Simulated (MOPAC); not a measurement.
A run for MOPAC: AM1 on CH3ClTe (SMILES C[Te]Cl), a point of a torsion scan.

```
AM1 1SCF PRECISE CHARGE=0 THREADS=1
CH3ClTe

C     -0.68978495 1    -0.02984111 1    -0.01248947 1
Te     1.03912770 1     1.26601317 1     0.02358514 1
Cl     2.46353068 1    -0.34630366 1    -0.89247737 1
H     -0.86916117 1    -0.45488398 1     0.96602939 1
H     -1.54905655 1     0.55263230 1    -0.31631283 1
H     -0.50982568 1    -0.81503322 1    -0.73290898 1
```

It printed:

```
*******************************************************************************
 **                                                                           **
 **                              MOPAC v23.2.5                                **
 **                                                                           **
 *******************************************************************************
 ** MOPAC's Digital Object Identifier: https://doi.org/10.5281/zenodo.6511958 **
 **                                                                           **
 ** Please cite the open-source release paper for use of this MOPAC version:  **
 ** J. E. Moussa and J. J. P. Stewart (2026)                                  **
 ** MOPAC: An open-source semiempirical molecular orbital program             **
 ** J. Open Source Softw., 11(119), 8025, https://doi.org/10.21105/joss.08025 **
 *******************************************************************************

                              AM1 CALCULATION RESULTS

 *******************************************************************************
 *  AM1        - The AM1 Hamiltonian to be used
 *
 *
 *
 *                 CHARGE ON SYSTEM = 0
 *
 *
 *
 *  PRECISE    - TIGHTER CRITERIA TO BE USED
 *  1SCF       - DO 1 SCF AND THEN STOP
 *  THREADS=1  - MULTI-THREADING NOT USED
 *  T=         - A TIME OF 172800.0 SECONDS REQUESTED
 *  DUMP=N     - RESTART FILE WRITTEN EVERY 7200.0 SECONDS REQUESTED
 *******************************************************************************
AM1 1SCF PRECISE CHARGE=0 THREADS=1
 CH3ClTe

   ATOM   CHEMICAL          X               Y               Z
  NUMBER   SYMBOL      (ANGSTROMS)     (ANGSTROMS)     (ANGSTROMS)

     1       C         -0.68978495  *  -0.02984111  *  -0.01248947  *
     2      Te          1.03912770  *   1.26601317  *   0.02358514  *
     3      Cl          2.46353068  *  -0.34630366  *  -0.89247737  *
     4       H         -0.86916117  *  -0.45488398  *   0.96602939  *
     5       H         -1.54905655  *   0.55263230  *  -0.31631283  *
     6       H         -0.50982568  *  -0.81503322  *  -0.73290898  *



          CARTESIAN COORDINATES

    NO.       ATOM           X           Y           Z

     1         C         -0.6898     -0.0298     -0.0125
     2        Te          1.0391      1.2660      0.0236
     3        Cl          2.4635     -0.3463     -0.8925
     4         H         -0.8692     -0.4549      0.9660
     5         H         -1.5491      0.5526     -0.3163
     6         H         -0.5098     -0.8150     -0.7329

  H: (AM1): M.J.S. DEWAR ET AL, J. AM. CHEM. SOC. 107 3902-3909 (1985)
  C: (AM1): M.J.S. DEWAR ET AL, J. AM. CHEM. SOC. 107 3902-3909 (1985)
 Cl: (AM1): M.J.S. DEWAR AND E. G. ZOEBISCH, THEOCHEM, 180, 1 (1988).
 Te: (AM1): J. J. P. STEWART, J. MOL. MOD., 10, 155-164 (2004)

           Empirical Formula: C H3 Te Cl  =     6 atoms



      MOLECULAR POINT GROUP   :   C1


      RHF CALCULATION, NO. OF DOUBLY OCCUPIED LEVELS = 10


 -------------------------------------------------------------------------------
 AM1 1SCF PRECISE CHARGE=0 THREADS=1
 CH3ClTe



     1SCF WAS SPECIFIED, SO BFGS WAS NOT USED
     SCF FIELD WAS ACHIEVED


                              AM1 CALCULATION
                                                       MOPAC v23.2.5 Linux




          FINAL HEAT OF FORMATION =         -7.05788 KCAL/MOL =     -29.53016 KJ/MOL


          COSMO AREA              =        115.51 SQUARE ANGSTROMS
          COSMO VOLUME            =        105.23 CUBIC ANGSTROMS

          IONIZATION POTENTIAL    =          7.262786 EV
          HOMO LUMO ENERGIES (EV) =         -7.263 -1.426
          NO. OF FILLED LEVELS    =         10
          MOLECULAR WEIGHT        =        178.0877         POINT GROUP:  C1

          MOLECULAR DIMENSIONS (Angstroms)

            Atom       Atom       Distance
            H     5   Cl     3     4.15222
           Te     2    H     6     2.53301
            H     4   Cl     3     1.59769


          SCF CALCULATIONS        =          1





   ATOM   CHEMICAL          X               Y               Z
  NUMBER   SYMBOL      (ANGSTROMS)     (ANGSTROMS)     (ANGSTROMS)

     1       C         -0.68978495  *  -0.02984111  *  -0.01248947  *
     2      Te          1.03912770  *   1.26601317  *   0.02358514  *
     3      Cl          2.46353068  *  -0.34630366  *  -0.89247737  *
     4       H         -0.86916117  *  -0.45488398  *   0.96602939  *
     5       H         -1.54905655  *   0.55263230  *  -0.31631283  *
     6       H         -0.50982568  *  -0.81503322  *  -0.73290898  *

                             CARTESIAN COORDINATES

   1    C       -0.689784950    -0.029841110    -0.012489470
   2   Te        1.039127700     1.266013170     0.023585140
   3   Cl        2.463530680    -0.346303660    -0.892477370
   4    H       -0.869161170    -0.454883980     0.966029390
   5    H       -1.549056550     0.552632300    -0.316312830
   6    H       -0.509825680    -0.815033220    -0.732908980


           Empirical Formula: C H3 Te Cl  =     6 atoms



      MOLECULAR POINT GROUP   :   C1


                  EIGENVALUES
 -36.47910 -30.46926 -22.23523 -14.52661 -14.29223 -12.99019 -12.35648 -12.27680
 -10.39393  -7.26279  -1.42561  -0.17556   4.13918   4.19273   4.78138


              NET ATOMIC CHARGES AND DIPOLE CONTRIBUTIONS

  ATOM NO.   TYPE          CHARGE      No. of ELECS.   s-Pop       p-Pop
    1          C          -0.395650        4.3956     1.25423     3.14142
    2         Te           0.362661        5.6373     1.94741     3.68993
    3         Cl          -0.269010        7.2690     1.98885     5.28015
    4          H           0.098737        0.9013     0.90126
    5          H           0.098415        0.9016     0.90158
    6          H           0.104846        0.8952     0.89515
 DIPOLE           X         Y         Z       TOTAL
 POINT-CHG.    -1.463     2.345     1.158     2.996
 HYBRID        -0.646    -1.615    -0.419     1.789
 SUM           -2.109     0.730     0.739     2.351


          ATOMIC ORBITAL ELECTRON POPULATIONS

     Atom    s        px        py        pz
    1  C   1.25423   1.04066   1.04520   1.05556
    2 Te   1.94741   0.87063   1.01470   1.80460
    3 Cl   1.98885   1.73009   1.65845   1.89161
    4  H   0.90126
    5  H   0.90158
    6  H   0.89515

 **********************
 *                    *
 * JOB ENDED NORMALLY *
 *                    *
 **********************




 == MOPAC DONE ==
```

The run finished.

Cost: very roughly 0.03 core-seconds.
